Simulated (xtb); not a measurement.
F2OS, charge +1, doublet, geometry from GFN2-xTB (a state made from the parent by changing its charge; the spin is typed, not shown lowest); GFN1-xTB (xtb).

The xtb input:
```
$ xtb mol.xyz --gfn 1 --chrg 1 --uhf 1 --json

# file mol.xyz
4

O      1.41277745    -0.15274416    -0.32845099
S      0.17532783    -0.00614867     0.32891486
F     -0.66462846     1.26381023    -0.18763295
F     -0.90286763    -1.11710668    -0.10514814
```

### Question
Predict the main parts of the log of this xtb run.

### Answer

```
   ID    Z sym.   atoms
    1    8 O      1
    2   16 S      2
    3    9 F      3, 4

           -------------------------------------------------
          |                Calculation Setup                |
           -------------------------------------------------

           -------------------------------------------------
          |                 G F N 1 - x T B                 |
           -------------------------------------------------

          ...................................................
          :                      SETUP                      :
          :.................................................:
          :  # basis functions                  22          :
          :  # atomic orbitals                  21          :
          :  # shells                            9          :
          :  # electrons                        25          :
          :  # halogen bonds                     0          :
          :  max. iterations                   250          :
          :  Hamiltonian                  GFN1-xTB          :
          :  restarted?                      false          :
          :  GBSA solvation                  false          :
          :  PC potential                    false          :
          :  electronic temp.          300.0000000     K    :
          :  accuracy                    1.0000000          :
          :  -> integral cutoff          0.2500000E+02      :
          :  -> integral neglect         0.1000000E-07      :
          :  -> SCF convergence          0.1000000E-05 Eh   :
          :  -> wf. convergence          0.2000000E-04 e    :
          :  Broyden damping             0.4000000          :
          :  net charge                          1          :
          :  unpaired electrons                  1          :
          ...................................................

 iter      E             dE          RMSdq      gap      omega  full diag
   1    -17.5934087 -0.175934E+02  0.655E+00    4.53       0.0  T
   2    -16.9557600  0.637649E+00  0.105E+01    7.85       1.0  T
   3    -17.7844066 -0.828647E+00  0.540E+00    6.50       1.0  T
   4    -17.8883768 -0.103970E+00  0.159E+00    5.35       1.0  T
   5    -17.9153401 -0.269633E-01  0.553E-01    5.58       1.0  T
   6    -17.9193548 -0.401475E-02  0.916E-02    5.69       1.0  T
   7    -17.9193438  0.110706E-04  0.894E-02    5.69       1.0  T
   8    -17.9194286 -0.848595E-04  0.621E-03    5.71       8.1  T
[...]
         :: total energy             -17.878399505493 Eh    ::
[...]
        11        2.0000           -0.9595781             -26.1114
        12        2.0000           -0.9540444             -25.9609
        13        1.0000           -0.9065397             -24.6682 (HOMO)
        14                         -0.6966854             -18.9578 (LUMO)
        15                         -0.6504614             -17.7000
        16                         -0.6266819             -17.0529
        17                         -0.5197003             -14.1418
        18                         -0.4630044             -12.5990
        19                         -0.4172737             -11.3546
        20                         -0.1751297              -4.7655
        21                          0.6167081              16.7815
      -------------------------------------------------------------
                  HL-Gap            0.2098543 Eh            5.7104 eV
             Fermi-level           -0.8659515 Eh          -23.5637 eV

  Mulliken/CM5 charges         n(s)   n(p)   n(d)
     1O     0.07336  0.02555   1.688  4.239  0.000
     2S     0.68350  0.74371   1.838  2.741  0.738
     3F     0.12157  0.11537   1.841  5.038  0.000
     4F     0.12157  0.11537   1.841  5.038  0.000

Wiberg/Mayer (AO) data.
largest (>0.10) Wiberg bond orders for each atom

 ---------------------------------------------------------------------------
     #   Z sym  total        # sym  WBO       # sym  WBO       # sym  WBO
 ---------------------------------------------------------------------------
     1   8 O    2.502 --     2 S    2.081     4 F    0.210     3 F    0.210
     2  16 S    4.378 --     1 O    2.081     4 F    1.148     3 F    1.148
     3   9 F    1.507 --     2 S    1.148     1 O    0.210     4 F    0.149
     4   9 F    1.507 --     2 S    1.148     1 O    0.210     3 F    0.149
 ---------------------------------------------------------------------------

Topologies differ in total number of bonds
Writing topology from bond orders to xtbtopo.mol

 dipole moment from electron density (au)
     X       Y       Z
  -0.1495   0.0355   0.5923  total (Debye):    1.555

           -------------------------------------------------
          | TOTAL ENERGY              -17.878399505493 Eh   |
          | GRADIENT NORM               0.076897459610 Eh/α |
          | HOMO-LUMO GAP               5.710426742688 eV   |
           -------------------------------------------------

normal termination of xtb
```
